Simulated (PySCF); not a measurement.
H6InN3, SMILES [NH2][In]([NH2])[NH2]. Geometry optimised at PBE-D3(BJ)/def2-SVP. The structure was generated by enumeration; whether it is a known compound was not checked. The def2 effective core potentials stand for the cores of In; spin–orbit coupling is left out. One conformer was computed; it need not be the lowest.

### Question
Give the equilibrium geometry at PBE-D3(BJ)/def2-SVP (PySCF confirms it by a frequency run) as Cartesian coordinates in Å, and its point group. (The exact figures need the calculation; the answer reports its results.)

### Answer
This is not unique; one that fits is point group Cs.
```xyz
10

In     0.0185     0.0053     0.0000
N      0.0860    -2.0659     0.0000
H     -0.3806    -2.4695     0.8232
H     -0.3806    -2.4695    -0.8232
N     -0.1405     1.0113     1.8060
H      0.3639     0.5268     2.5607
H      0.2456     1.9639     1.7660
N     -0.1405     1.0113    -1.8060
H      0.2456     1.9639    -1.7660
H      0.3639     0.5268    -2.5607
```
Charge 0, spin multiplicity 1.
